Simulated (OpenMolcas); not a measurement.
Ag2+ (d9) among equal point charges was computed by CASSCF with the d shell active (OpenMolcas, ANO-RCC-VDZP on the metal). Its lowest spin-free states, and all those of the highest spin:

| 2S+1 | Degeneracy | E (cm-1) |
| --- | --- | --- |
| 2 | 2 | 0.0 |
| 2 | 1 | 6259 |
| 2 | 2 | 6854 |

Question: Is the site octahedral, tetrahedral or cube-like, axial, or of lower symmetry?

Answer: The states with 2S+1 = 2 have orbital degeneracies 2, 1, 2. There are pairs but no triples, so the site is axial: not cubic, but with a proper or improper axis of order three or more. The run had Ag2+ among 6 point charges of -1.7 e arranged as a trigonal prism (D3h), 1.84 Å from the ion, with a polar angle of 52.0° against the regular 49.1°. The active orbitals were held to one l.

An orbital doublet at a regular site is open to a Jahn-Teller distortion, which this geometry leaves out. This is an electrostatic model: the charges have no orbitals. No measured value stands beside these numbers.
